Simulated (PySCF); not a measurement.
3-ethenoxyprop-1-ene (C5H8O), SMILES C=CCOC=C. Coordinates come from a PBE-D3(BJ)/def2-SVP optimisation. One conformer was computed; it need not be the lowest.

Computed equilibrium geometry at PBE-D3(BJ)/def2-SVP (PySCF confirms it by a frequency run) as bond lengths and angles (one conformer of several):
Atoms: C1 C2 C3 O4 C5 C6 H7 H8 H9 H10 H11 H12 H13 H14. Bonded distances (Å): C1–C2 1.342, C1–H7 1.100, C1–H8 1.100, C2–C3 1.498, C2–H9 1.104, C3–O4 1.417, C3–H10 1.119, C3–H11 1.119, O4–C5 1.359, C5–C6 1.345, C5–H12 1.108, C6–H13 1.100, C6–H14 1.098. Angles (°): C2–C1–H7 120.7, C2–C1–H8 121.1, H7–C1–H8 118.2, C1–C2–C3 125.0, C1–C2–H9 120.6, C3–C2–H9 114.4, C2–C3–O4 110.7, C2–C3–H10 109.6, C2–C3–H11 109.6, O4–C3–H10 110.4, O4–C3–H11 110.4, H10–C3–H11 106.0, C3–O4–C5 116.3, O4–C5–C6 122.8, O4–C5–H12 115.4, C6–C5–H12 121.8, C5–C6–H13 121.2, C5–C6–H14 119.6, H13–C6–H14 119.2.
